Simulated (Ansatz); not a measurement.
Born–Oppenheimer molecular dynamics of BClF2H (5 atoms, charge 0, multiplicity 2). It starts at the highest image of a converged band. Of that band: The top lies less than 8 meV above the higher end, about what the thresholds resolve: that end is a shoulder or a very shallow well. A vibrational analysis at the climbing image gives one clearly imaginary mode, 113i cm⁻¹: a first-order saddle point.

All numbers below come from UKS BHLYP-D4/def2-SVP (Ansatz 0.2.0).

```yaml
ensemble: NVE (velocity Verlet)
time_step: 0.5 fs
steps_asked: 200
starting_velocities_drawn_for: 300 K
seed: 10646
```

First frame:

```xyz
5
Properties=species:S:1:pos:R:3
B 0.000 0.007 -0.102
H 0.000 0.021 1.720
F 1.133 -0.007 -0.723
F -1.133 -0.007 -0.723
Cl 0.000 -0.014 3.058
```

Question: How far do the bonds stretch over the last three quarters of this one trajectory? (Pairs bonded in most of those frames.)

Answer: 
```csv
bond,mean (Å),spread (Å),shortest,longest
B1–F3,1.294,0.034,1.23,1.35
B1–F4,1.292,0.016,1.25,1.31
```

Pairs bonded in part of these frames only: B1–H2 50 %, H2–Cl5 53 %.

Mean temperature of the second half: 578 K. The conserved energy stayed within 0.99 meV per atom of its start (net change -0.62 meV per atom), so the integration is sound. The kinetic energy rose, since the run started high on the potential surface and went downhill. It ends in pieces (BF2H + Cl), so much of that is their flight and rotation, not heat. A run of 0.1 ps of so small a system gives no equilibrium averages.

Run time: 11 min on 1 thread of Arm Neoverse V1, on a shared host, peak memory 0.15 GiB.
